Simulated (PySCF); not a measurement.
MoHCl + F₂ → MoF₂ + HCl

Level: PBE0 in the def2-TZVP basis family, computed in PySCF with density fitting; scalar-relativistic core potentials for atoms from Rb on, none lighter, no spin–orbit coupling; open shells unrestricted.

```tsv
species	state and structure	E (Eh)	ZPE (kJ/mol)	H(298 K) − H(0) (kJ/mol)	S° (J/(mol K))
MoHCl	quintet, Cs, Mo–Cl 2.261 Å, Mo–H 1.704 Å; Cl–Mo–H 113.4°	-528.83306	16.0	11.5	284.2
F₂	singlet, D∞h, F–F 1.376 Å	-199.40856	6.6	8.7	201.9
MoF₂	quintet, C2v, Mo–F 1.868 Å (×2); F–Mo–F 134.2°	-267.81612	8.8	12.3	292.0
HCl	singlet, C∞v, H–Cl 1.279 Å	-460.66440	17.9	8.7	186.6
```

(1) What is the electronic reaction energy?

(2) Add zero-point, thermal and entropy terms for 298.15 K and 1 bar.

## Answers

(1) At PBE0/def2-TZVP, ΔE = -627.2 kJ/mol from the differences of the total energies times 2625.5, downhill. Fluorination of this kind underlies dry etching and chamber cleaning.

(2) ΔZPE = 4.1 and Δ[H(298) − H(0)] = 0.8 kJ/mol give ΔH° = -622.3 kJ/mol. ΔS° = -7.5 J/(mol K), so ΔG° = -622.3 − 298.15 × (-0.0075) = -620 kJ/mol.

Open d or f shells are single determinants, so the state found may not be the ground state. Each species is the lowest minimum found with this bonding; other isomers or fragments can lie lower.
